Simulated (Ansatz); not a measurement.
System: PbI, net charge 1, singlet state. 
Geometry from a B3LYP-D3(BJ)/def2-TZVP (Ansatz, a program for electronic structure) optimisation:
```
Pb
I 1 2.6982
```
Charge +1, spin multiplicity 1.

Basis-set convergence of Hartree-Fock and MP2 correlation energies (hartree) with Ansatz. Correlated levels leave the core frozen unless marked. No spin-orbit coupling. The frozen core is the preceding noble-gas configuration, with the filled d and f shells of earlier blocks. Past Kr the def2 sets carry scalar-relativistic core potentials.

| basis | functions | E(HF) | E(corr, MP2) |
|---|---|---|---|
| def2-SVPD | 67 | -488.30898 | -0.14282 |
| def2-TZVPPD | 115 | -488.32278 | -0.18512 |
| def2-QZVPPD | 179 | -488.32478 | -0.20768 |

Extrapolating the two largest sets (X = 3 and 4) as X^-3: E(corr) = (64·(-0.20768) - 27·(-0.18512))/37 = -0.2241 Eh, an estimate of the basis-set limit. The largest set recovers 92.7 % of it, the smallest 63.7 %.
